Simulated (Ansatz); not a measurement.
Basis-set extrapolation for CH$_{7}$NOSi$_{2}$ (`OC1[SiH2]N[SiH2]1`) (PBE0-D4/def2-TZVP geometry, frozen core, Ansatz). Multiplicity 1, RHF reference.

|  | def2-TZVPP | def2-QZVPP |
| --- | --- | --- |
| HF | -749.239302 | -749.265942 |
| MP2 correlation | -0.857651 | -0.921810 |
| CCSD(T) correlation | -0.938410 | not run |

Energies in hartree. Use E(X) = E(∞) + A·exp(−7.88·√X) for Hartree–Fock and E(X) = E(∞) + B·X^(−2.97) for correlation, with X = 3 and 4, and add CCSD(T) minus MP2 of the smaller set to the MP2 limit.

Task: What is the CCSD(T) energy at the basis-set limit?

Result: HF limit: -749.265942 + (-0.026640) × 0.13774 = -749.26961. MP2 limit: -0.921810 + (-0.064159) × 0.74074 = -0.96934. Higher-order term: -0.938410 − (-0.857651) = -0.08076. Total: -750.31971 hartree, 372.8 kJ/mol below CCSD(T)/def2-TZVPP.
